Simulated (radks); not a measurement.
Species: Cd XLII. Configuration: [He] 2s2 2p3. Calculated with a radial shooting solver on a logarithmic mesh with Libxc functionals: scalar-relativistic Kohn-Sham, PBE, spin-polarised, spherical densities, finite nucleus; open shells are filled with parallel spins first (spin-orbit coupling, left out, can overturn this in heavy ions); Fermi nuclear charge, rms radius 4.6087 fm.

Normalised radial functions P(r) = r R(r), r in bohr:

r           2s up
0.002236   0.5387
0.002709   0.6293
0.003283   0.7312
0.003977   0.8440
0.004819   0.9663
0.005839   1.0951
0.007075   1.2253
0.008573   1.3491
0.01031    1.4511
0.01249    1.5250
0.01513    1.5460
0.01833    1.4900
0.02221    1.3305
0.02691    1.0425
0.03261    0.6087
0.03951    0.0283
0.0475    -0.6415
0.05755   -1.4001
0.06973   -2.1230
0.08449   -2.6858
0.1024    -2.9673
0.124     -2.8933
0.1503    -2.4790
0.1821    -1.8415
0.2189    -1.1885
0.2652    -0.6245
0.3214    -0.2617
0.3894    -0.0836

2s up: eigenvalue -6779.6 eV, 1 radial node at r = 0.0398 bohr, <r> = 0.126 bohr, 90 % of the charge inside 0.193 bohr.
